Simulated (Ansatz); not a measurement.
Ansatz (a program for electronic structure) input (B3LYP-D3(BJ)/def2-TZVP):

Ansatz 0.2 input:
```yaml
crystal:
  periodic: [false, false, false]
  atoms:
    - {symbol: F, position_ang: [-1.18052945, -0.44662393, 0.00012778]}
    - {symbol: S, position_ang: [0.00107893, 0.50509259, -0.00997059]}
    - {symbol: F, position_ang: [1.17861135, -0.45131845, 0.01759770]}
basis:
  gaussian:
    orbitals: def2-TZVP
hamiltonian:
  xc: b3lyp
  dispersion: d3bj
total_charge: 1
magnetization: {spin_polarized: true, initial_magnetization: 1}
phonons: {temperatures: {t_min: 298.15, t_max: 298.15, t_step: 100}}
```

Output:

```
Functional definition: B3LYP
integrals: 0.02 GiB planned
583 factors; their error is unknown
mean field: 0.32 GiB planned
mean field evaluation 1: about -16250.2178 eV, gradient 6.3e1 eV
mean field evaluation 2: about -16203.6964 eV, gradient 1.4e2 eV
mean field evaluation 4: about -16260.9437 eV, gradient 2.8e0 eV
mean field evaluation 8: about -16261.0063 eV, gradient 2.5e-2 eV
mean field evaluation 16: about -16261.0063 eV, gradient 4.6e-5 eV
mean field -16261.00634996 eV, -597.5809612550 hartree, gradient 4.6e-5 eV, S^2 0.754858; 0 other end points of the search recorded, 0 dependent functions left out
the calculation of the forces begins
reference -16261.00650626 eV, -597.5809669988 hartree; 17, 16 occupied and 82, 83 virtual orbitals, 583 factors
these checks for a lower state are left out or cut short: stability, starts, cluster_reference, orbital_swaps, neighbouring_geometries, increment
integrals: 0.02 GiB planned
583 factors; their error is unknown
mean field: 0.32 GiB planned
mean field -16261.00629176 eV, -597.5809591161 hartree, gradient 1.7e-6 eV, S^2 0.754863; 0 other end points of the search recorded, 0 dependent functions left out
the calculation of the forces begins
reference -16261.00644803 eV, -597.5809648590 hartree; 17, 16 occupied and 82, 83 virtual orbitals, 583 factors
these checks for a lower state are left out or cut short: stability, starts, cluster_reference, orbital_swaps, neighbouring_geometries, increment
integrals: 0.02 GiB planned
583 factors; their error is unknown
mean field: 0.32 GiB planned
mean field -16261.00629405 eV, -597.5809592004 hartree, gradient 2.1e-6 eV, S^2 0.754853; 0 other end points of the search recorded, 0 dependent functions left out
the calculation of the forces begins
reference -16261.00645037 eV, -597.5809649450 hartree; 17, 16 occupied and 82, 83 virtual orbitals, 583 factors
these checks for a lower state are left out or cut short: stability, starts, cluster_reference, orbital_swaps, neighbouring_geometries, increment
integrals: 0.02 GiB planned
583 factors; their error is unknown
mean field: 0.32 GiB planned
mean field evaluation 32: about -16261.0062 eV, gradient 1.1e-1 eV
mean field -16261.00630117 eV, -597.5809594619 hartree, gradient 8.4e-7 eV, S^2 0.754859; 0 other end points of the search recorded, 0 dependent functions left out
the calculation of the forces begins
reference -16261.00645745 eV, -597.5809652054 hartree; 17, 16 occupied and 82, 83 virtual orbitals, 583 factors
these checks for a lower state are left out or cut short: stability, starts, cluster_reference, orbital_swaps, neighbouring_geometries, increment
integrals: 0.02 GiB planned
583 factors; their error is unknown
mean field: 0.32 GiB planned
mean field -16261.00631228 eV, -597.5809598704 hartree, gradient 9.3e-7 eV, S^2 0.754857; 0 other end points of the search recorded, 0 dependent functions left out
the calculation of the forces begins
reference -16261.00646859 eV, -597.5809656145 hartree; 17, 16 occupied and 82, 83 virtual orbitals, 583 factors
these checks for a lower state are left out or cut short: stability, starts, cluster_reference, orbital_swaps, neighbouring_geometries, increment
integrals: 0.02 GiB planned
583 factors; their error is unknown
mean field: 0.32 GiB planned
mean field -16261.00625774 eV, -597.5809578661 hartree, gradient 2.1e-6 eV, S^2 0.754852; 0 other end points of the search recorded, 0 dependent functions left out
the calculation of the forces begins
reference -16261.00641406 eV, -597.5809636108 hartree; 17, 16 occupied and 82, 83 virtual orbitals, 583 factors
these checks for a lower state are left out or cut short: stability, starts, cluster_reference, orbital_swaps, neighbouring_geometries, increment
integrals: 0.02 GiB planned
583 factors; their error is unknown
mean field: 0.32 GiB planned
mean field -16261.00625468 eV, -597.5809577536 hartree, gradient 1.5e-6 eV, S^2 0.754863; 0 other end points of the search recorded, 0 dependent functions left out
the calculation of the forces begins
reference -16261.00641095 eV, -597.5809634964 hartree; 17, 16 occupied and 82, 83 virtual orbitals, 583 factors
Total energy: -16261.05605035 eV, -597.5827877106 hartree
Atom 0 at    -1.180529    -0.446624     0.000128 Å, force    -0.000896    -0.000217    -0.000002 eV/Å
Atom 1 at     0.001079     0.505093    -0.009971 Å, force     0.000001     0.000437    -0.000009 eV/Å
Atom 2 at     1.178611    -0.451318     0.017598 Å, force     0.000895    -0.000220     0.000011 eV/Å
Dipole moment:     0.000898     0.420450    -0.008300 e Å
Vibrations: 399.67 969.53 989.33 cm⁻¹, zero-point energy 0.146210 eV
```
